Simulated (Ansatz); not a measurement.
Calculated with Ansatz (gas phase, PBE0-D4/def2-TZVP geometries, no zero-point term in ΔE). CCSD(T)/CBS is the MP2 limit (def2-TZVPP, def2-QZVPP) plus CCSD(T) − MP2 in def2-TZVPP, frozen cores. This one scheme is used for every species. DFT in def2-TZVPP. B3LYP here is the variant with VWN-RPA as its local correlation; programs differ in this. For Se, Ti outer-core shells are correlated without core-valence functions, which leaves a few kJ/mol of doubt a bond. Scalar relativity is left out up to krypton. One conformer a species, not always the lowest.

`[OH][Ti]([OH])([SeH])[SeH]` + `OB(F)F` → `[OH][Ti]([OH])([OH])[SeH]` + `FB(F)[SeH]`  (redistribution)

`[OH][Ti]([OH])([SeH])[SeH]`:

Cartesian coordinates in Å:
```
O 1.675 -0.262 -0.906
Ti 0.196 -0.087 0.051
O 0.386 -0.322 1.789
Se -0.553 2.171 -0.453
Se -1.513 -1.693 -0.599
H 2.607 -0.444 -0.786
H 0.279 0.089 2.646
H -1.811 1.944 0.276
H -1.266 -1.397 -2.019
```

`OB(F)F`:

```xyz
5

O     0.365   -0.895   -0.314
B    -0.073    0.212    0.311
F    -0.026    0.276    1.626
F    -0.556    1.256   -0.352
H     0.291   -0.849   -1.270
```

`[OH][Ti]([OH])([OH])[SeH]`:

Z-matrix (Å, degrees):
```
Ti
O 1 1.786
O 1 1.782 2 112.3
O 1 1.791 2 111.5 3 -124.3
Se 1 2.451 2 104.2 3 116.3
H 2 0.958 1 132.5 3 -17.2
H 3 0.957 1 136.3 2 101.3
H 4 0.958 1 130.8 2 138.1
H 5 1.472 1 91.1 2 166.3
```

`FB(F)[SeH]`:

Z-matrix (Å, degrees):
```
B
F 1 1.317
Se 1 1.941 2 119.0
F 1 1.317 2 118.4 3 -180.0
H 3 1.467 1 93.2 2 180.0
```

```csv
level,ΔE (kcal/mol),difference from CCSD(T)/CBS
PBE-D4,13.5,-2.6
r2SCAN-D4,14.7,-1.4
PBE0-D4,15.0,-1.1
B3LYP-D4,15.0,-1.1
ωB97X-V,12.4,-3.7
ωB97M-V,13.9,-2.2
B2PLYP,16.6,0.5
PBE,13.1,-3.0
r2SCAN,14.5,-1.6
PBE0,14.6,-1.5
B3LYP,14.2,-1.9
HF/def2-TZVPP,15.3,-0.8
MP2/def2-TZVPP,18.1,2.0
SCS-MP2/def2-TZVPP,16.7,0.6
CCSD/def2-TZVPP,14.5,-1.6
CCSD(T)/def2-TZVPP,15.9,-0.2
HF/def2-QZVPP,15.4,-0.7
MP2/def2-QZVPP,18.3,2.2
SCS-MP2/def2-QZVPP,16.8,0.7
HF/CBS(def2),15.4,-0.7
MP2/CBS(def2),18.3,2.2
CCSD/CBS(def2),14.7,-1.4
CCSD(T)/CBS,16.1,0
```

Largest T1 diagnostic among the species: 0.023, so the coupled-cluster value is less sure than usual.

From PBE to PBE0 (25 % exact exchange), in def2-TZVPP and without D4, ΔE moves by +1.5 kcal/mol. The D4 term adds +0.8 kcal/mol with B3LYP and +0.5 kcal/mol with PBE0; it sums over pairs of atoms, weighted by their polarisabilities, and B3LYP, whose exchange is more repulsive, gets the larger term.
